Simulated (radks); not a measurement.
Values are calculated unless marked as measured or tabulated.
Task: Ionisation of the holmium ion Ho2+, [Xe] 4f11, to Ho3+, [Xe] 4f10, under several functionals. Dirac Kohn-Sham, spin-unpolarised, spherical densities, point nucleus; open shells fill j = l - 1/2 first; a radial shooting solver on a logarithmic mesh with Libxc functionals. Known Delta-SCF values: XLYP 25.223 eV. What does exchange-only B88 give, and what is its highest occupied eigenvalue?

Result: 24.032 eV by Delta-SCF; the 4f7/2 eigenvalue is -15.518 eV. NIST: 22.79 eV (semi-empirical).

Beside tabulated values, note that spin-unpolarised runs miss the spin-polarisation part of the exchange energy of open shells.
